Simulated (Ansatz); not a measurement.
C2H7InO (`C[CH](O)[InH2]`). The species carries charge 0 and has multiplicity 1. In: def2 effective core potential.

```xyz
11

C     0.3445    1.1027    0.7408
C     0.3486    0.0982   -0.3865
O    -0.5698    0.4591   -1.4249
In   -0.4783   -1.8750    0.0667
H     1.0607    0.8207    1.5185
H     0.6326    2.1021    0.3836
H    -0.6421    1.1877    1.2031
H     1.3607    0.0091   -0.8005
H    -0.3543    1.3421   -1.7455
H    -1.7747   -1.9610    1.2105
H     0.0721   -3.2856   -0.7658
```

(1) What are the harmonic wavenumbers in cm⁻¹ at PBE0-D4/def2-TZVP (Ansatz, finite differences of forces, unscaled)? (Best estimate.)

(2) Is this a minimum?

(3) Give the ideal-gas thermochemistry at 298.15 K and 1 bar (rigid rotor, harmonic oscillator; point group C1, symmetry number 1).

(4) Rotational constants (cm⁻¹)?

Answers

(1) The calculation gave: 95, 125, 172, 240, 272, 337, 445, 490, 535, 599, 891, 982, 1081, 1095, 1173, 1307, 1364, 1399, 1471, 1488, 1791, 1800, 2997, 3017, 3079, 3117, 3785.

(2) Yes, all 27 modes are real.

(3) Zero-point energy 210.2 kJ/mol; H(298) − E = 231.8 kJ/mol; entropy 353.7 J/(mol·K), of which translation 172.3, rotation 111.7, vibration 69.7; G(298) − E = 126.3 kJ/mol. Modes under 100 cm⁻¹ are hindered rotations or soft bends, so the harmonic entropy is rough.

(4) 0.2767, 0.07121, 0.06094.
